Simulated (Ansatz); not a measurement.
A run for Ansatz (a program for electronic structure): R-CCSD(T)/def2-SVPD on C2H7Sb (a complex), monomers drawn apart or pushed together. Elements past Kr take the def2 small-core potentials; no spin–orbit coupling. The run froze 11 orbitals, filled d shells among them.

Ansatz 0.2 input:
```yaml
crystal:
  periodic: [false, false, false]
  atoms:
    - {symbol: Sb, position_ang: [0.61259536, -0.14056545, 0.64658477]}
    - {symbol: H, position_ang: [1.19548628, 0.48732085, -0.84521564]}
    - {symbol: H, position_ang: [1.97672594, 0.46651141, 1.48444945]}
    - {symbol: H, position_ang: [-0.28028033, 1.28752843, 0.95197356]}
    - {symbol: C, position_ang: [-0.44873378, 0.54752312, 5.66932117]}
    - {symbol: C, position_ang: [-0.60225488, -0.76103219, 5.52427305]}
    - {symbol: H, position_ang: [0.51623415, 0.98680389, 5.89064119]}
    - {symbol: H, position_ang: [-1.28076220, 1.23329987, 5.56590085]}
    - {symbol: H, position_ang: [-1.56625243, -1.20080427, 5.29939721]}
    - {symbol: H, position_ang: [0.23030228, -1.44670298, 5.62543675]}
basis:
  gaussian:
    orbitals: def2-SVPD
magnetization: {spin_polarized: false}
correlation: {method: ccsd_t, electrons: outside_noble_gas}
scf: {lower_state_search: off}
```

Predict the final total energy.

-319.4248 hartree (reference determinant -318.9503, T1 diagnostic 0.012).

How many basis functions does it have, and what does it roughly cost on one machine?

128 functions; around 18 core-seconds (rough).
